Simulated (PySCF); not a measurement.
**SMILES Cn1c(Br)ccc1B(F)F, C5H5BBrF2N**

Geometry:
```json
{"atom": "C1", "x (Å)": "0.121", "y (Å)": "-1.234", "z (Å)": "-0.112"}
{"atom": "N2", "x (Å)": "0.537", "y (Å)": "0.146", "z (Å)": "-0.218"}
{"atom": "C3", "x (Å)": "-0.285", "y (Å)": "1.219", "z (Å)": "-0.097"}
{"atom": "Br4", "x (Å)": "-2.110", "y (Å)": "1.026", "z (Å)": "0.196"}
{"atom": "C5", "x (Å)": "0.441", "y (Å)": "2.396", "z (Å)": "-0.219"}
{"atom": "C6", "x (Å)": "1.772", "y (Å)": "2.001", "z (Å)": "-0.422"}
{"atom": "C7", "x (Å)": "1.831", "y (Å)": "0.606", "z (Å)": "-0.418"}
{"atom": "B8", "x (Å)": "3.095", "y (Å)": "-0.229", "z (Å)": "-0.602"}
{"atom": "F9", "x (Å)": "3.119", "y (Å)": "-1.559", "z (Å)": "-0.597"}
{"atom": "F10", "x (Å)": "4.261", "y (Å)": "0.374", "z (Å)": "-0.781"}
{"atom": "H11", "x (Å)": "-0.760", "y (Å)": "-1.412", "z (Å)": "-0.744"}
{"atom": "H12", "x (Å)": "-0.139", "y (Å)": "-1.486", "z (Å)": "0.928"}
{"atom": "H13", "x (Å)": "0.939", "y (Å)": "-1.880", "z (Å)": "-0.442"}
{"atom": "H14", "x (Å)": "0.032", "y (Å)": "3.401", "z (Å)": "-0.167"}
{"atom": "H15", "x (Å)": "2.631", "y (Å)": "2.655", "z (Å)": "-0.563"}
```

Computed with PySCF 2.14.0, TDDFT CAM-B3LYP/aug-cc-pVDZ excited states, vertical, gas phase. Geometry: PBE0-D3(BJ)/def2-SVP.

The calculation is non-relativistic, which matters for the atoms heavier than Zn.

Q: How strongly do the lowest singlets absorb one photon, and two photons of half the energy?

A: δ for parallel linear polarisation; σ at the peak of a Lorentzian of half width 0.1 eV, single beam; Ω is circular over linear.
| state | E (eV) | f | photon λ (nm) | δ (au) | σ (GM) | Ω | main |
| --- | --- | --- | --- | --- | --- | --- | --- |
| S1 | 5.18 | 0.376 | 479 | 372 | 3.65 | 0.74 | HOMO→LUMO 0.94 |
| S2 | 5.41 | 0.001 | 459 | 13.2 | 0.14 | 1.46 | HOMO→LUMO+2 0.37, HOMO→LUMO+5 0.22 |
| S3 | 5.76 | 0.017 | 430 | 49.2 | 0.60 | 1.40 | HOMO→LUMO+1 0.61, HOMO→LUMO+2 0.13 |
| S4 | 5.78 | 0.052 | 429 | 68.6 | 0.84 | 1.20 | HOMO−1→LUMO 0.78 |
| S5 | 6.44 | 0.006 | 385 | 32.2 | 0.49 | 1.50 | HOMO→LUMO+3 0.71, HOMO→LUMO+2 0.13 |
| S6 | 6.52 | 0.003 | 380 | 102 | 1.60 | 1.50 | HOMO→LUMO+5 0.30, HOMO→LUMO+2 0.23 |

Among these, the strongest one-photon state is S1, the strongest two-photon state S1, with a dipole change of 3.1 D (relaxed, norm of the difference vector).
